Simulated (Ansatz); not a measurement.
A structure relaxed at PBE-D4/def2-SVP in Ansatz, charge -1, doublet:

```xyz
12

Zr   -2.124   -3.175    0.689
Zr    1.070    2.469    0.975
Zr   -0.559   -0.661    0.147
Zr    0.929    1.500   -2.344
O    -2.466   -1.249    0.295
O     1.879    1.297   -3.851
O     0.084    0.753    1.366
O    -2.615   -3.608    2.354
O     2.151    3.073    2.271
O     1.916    2.340   -0.828
O    -0.226   -2.590    0.602
O    -0.039   -0.149   -1.677
```

(1) Give its formula.

(2) Summarise the bond lengths by kind (pairs closer than 1.2 times the sum of covalent radii, bridged metal pairs left out).

Results:

(1) Zr4O8⁻.

(2) 13 × O–Zr 1.79 to 2.03 Å.

In the def2 sets Zr takes a core potential; there is no spin–orbit coupling. Another isomer (doublet) lies 1.87 eV lower at PBE0-D4/def2-SVP; other spin states weren't run for this one.
